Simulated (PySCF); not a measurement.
# `CC(C)[Si@@H](N)[PH3+]`, [C3H13NPSi]+, charge +1

Molfile (atoms numbered from 1):
```
C3H13NPSi
     RDKit          3D

 19 18  0  0  0  0  0  0  0  0999 V2000
   -1.2785    1.4593   -0.4473 C   0  0  0  0  0  0  0  0  0  0  0  0
   -1.1026    0.1481    0.3201 C   0  0  0  0  0  0  0  0  0  0  0  0
   -1.4891   -1.0817   -0.5015 C   0  0  0  0  0  0  0  0  0  0  0  0
    0.6073    0.0194    1.0565 Si  0  0  1  0  0  4  0  0  0  0  0  0
    1.1014   -1.4890    1.6310 N   0  0  0  0  0  0  0  0  0  0  0  0
    2.0023    0.5284   -0.8387 P   0  0  0  0  0  0  0  0  0  0  0  0
   -2.3320    1.5919   -0.7376 H   0  0  0  0  0  0  0  0  0  0  0  0
   -0.6973    1.4693   -1.3860 H   0  0  0  0  0  0  0  0  0  0  0  0
   -0.9914    2.3430    0.1443 H   0  0  0  0  0  0  0  0  0  0  0  0
   -1.7479    0.1843    1.2201 H   0  0  0  0  0  0  0  0  0  0  0  0
   -0.8511   -1.2046   -1.3925 H   0  0  0  0  0  0  0  0  0  0  0  0
   -2.5242   -0.9835   -0.8631 H   0  0  0  0  0  0  0  0  0  0  0  0
   -1.4417   -2.0118    0.0848 H   0  0  0  0  0  0  0  0  0  0  0  0
    1.0832    1.1202    1.9311 H   0  0  0  0  0  0  0  0  0  0  0  0
    1.7932   -1.6077    2.3634 H   0  0  0  0  0  0  0  0  0  0  0  0
    0.7336   -2.3719    1.2934 H   0  0  0  0  0  0  0  0  0  0  0  0
    2.1255    1.8806   -1.2363 H   0  0  0  0  0  0  0  0  0  0  0  0
    1.6739   -0.1319   -2.0453 H   0  0  0  0  0  0  0  0  0  0  0  0
    3.3450    0.1389   -0.6276 H   0  0  0  0  0  0  0  0  0  0  0  0
  1  2  1  0
  2  3  1  0
  2  4  1  0
  4  5  1  0
  4  6  1  0
  1  7  1  0
  1  8  1  0
  1  9  1  0
  2 10  1  0
  3 11  1  0
  3 12  1  0
  3 13  1  0
  4 14  1  1
  5 15  1  0
  5 16  1  0
  6 17  1  0
  6 18  1  0
  6 19  1  0
M  CHG  1   6   1
M  END
```

The calculation used PySCF, GIAO PBE0/6-31++G** magnetisability, rotational g tensor and spin-rotation constants, non-relativistic, gas phase. Geometry: PBE0-D3(BJ)/def2-SVP.

For an ion the centre-of-mass motion in the field is neglected.

(1) Give the nuclear spin-rotation constants along the inertial axes (H = +C I·J) beside the isotropic shieldings.

Results:

(1) Rotational constants 2.2210, 1.7155, 1.2454 GHz. A star marks the isotopologue with that one atom substituted, in its own axes.
| atom | isotope | Caa (kHz) | Cbb (kHz) | Ccc (kHz) | mean (kHz) | σ (ppm) |
| --- | --- | --- | --- | --- | --- | --- |
| N5 | 14N | 0.063 | 0.057 | 0.045 | 0.055 | 248.7 |
| P6 | 31P | 2.275 | 1.732 | 1.327 | 1.778 | 538.4 |
| H7 | 1H | 0.006 | -0.179 | -0.150 | -0.108 | 29.5 |
| H8 | 1H | -0.183 | -0.135 | -0.116 | -0.145 | 31.1 |
| H9 | 1H | -0.233 | -0.205 | -0.012 | -0.150 | 30.0 |
| H10 | 1H | -0.102 | -0.156 | -0.114 | -0.124 | 29.4 |
| H11 | 1H | -0.163 | -0.169 | -0.090 | -0.140 | 30.6 |
| H12 | 1H | -0.005 | -0.177 | -0.146 | -0.109 | 29.6 |
| H13 | 1H | -0.251 | -0.005 | -0.144 | -0.133 | 30.0 |
| H14 | 1H | -0.191 | -0.176 | 0.027 | -0.114 | 25.7 |
| H15 | 1H | -0.180 | -0.102 | -0.140 | -0.141 | 29.2 |
| H16 | 1H | -0.265 | -0.174 | -0.042 | -0.160 | 29.3 |
| H17 | 1H | -0.256 | -0.025 | -0.101 | -0.127 | 26.6 |
| H18 | 1H | -0.250 | -0.174 | 0.004 | -0.140 | 26.6 |
| H19 | 1H | 0.018 | -0.177 | -0.152 | -0.104 | 27.0 |
| C1 | 13C* | 0.302 | 0.189 | 0.144 | 0.212 | 179.6 |
| C2 | 13C* | 0.285 | 0.190 | 0.158 | 0.211 | 178.8 |
| C3 | 13C* | 0.294 | 0.202 | 0.132 | 0.209 | 181.0 |
| Si4 | 29Si* | -1.173 | -0.961 | -0.767 | -0.967 | 400.5 |

For the geometry as given, no vibrational averaging.
